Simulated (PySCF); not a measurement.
**Dipole response of Sb (antimony, neutral)**

[Kr] 4d10 5s2 5p3, high-spin 4S determinant. Calculation: PySCF 2.14, in x2c-QZVPPall with one added diffuse shell each of s, p, d, f type (14s10p8d5f1g, 128 functions); scalar relativity by spin-free X2C-1e. Coupled (time-dependent) response in atomic units; α is the mean over directions.

```csv
method,mean α (bohr³),C₆ (like pair),S(−4)
UHF,44.08,488.7,502.4
PBE,47.98,530.4,705.3
```

S(−4) is the Cauchy moment in α(ω) = α(0) + S(−4) ω² + …

Reference α: 43 ± 2 bohr³ (recommended; Schwerdtfeger and Nagle, table of static dipole polarizabilities (2023 update)). Published C₆: 492.0 (Chu and Dalgarno (2004); Tang, Norbeck and Certain (1976)).

α(iu) at PBE:

```json
{"u (hartree)": "0", "α(iu) (bohr³)": "47.98"}
{"u (hartree)": "0.0500", "α(iu) (bohr³)": "46.30"}
{"u (hartree)": "0.100", "α(iu) (bohr³)": "42.12"}
{"u (hartree)": "0.200", "α(iu) (bohr³)": "31.97"}
{"u (hartree)": "0.300", "α(iu) (bohr³)": "23.75"}
{"u (hartree)": "0.500", "α(iu) (bohr³)": "14.01"}
{"u (hartree)": "0.750", "α(iu) (bohr³)": "8.420"}
{"u (hartree)": "1.00", "α(iu) (bohr³)": "5.750"}
{"u (hartree)": "1.50", "α(iu) (bohr³)": "3.354"}
{"u (hartree)": "2.00", "α(iu) (bohr³)": "2.291"}
{"u (hartree)": "3.00", "α(iu) (bohr³)": "1.316"}
{"u (hartree)": "5.00", "α(iu) (bohr³)": "0.6154"}
```

A single London oscillator, α(iu) = α/(1 + u²/ω²), gives C₆ = (3/4) ω α². Matching the computed C₆ needs ω = 4 × 530.4 / (3 × 47.98²) = 0.307 hartree.
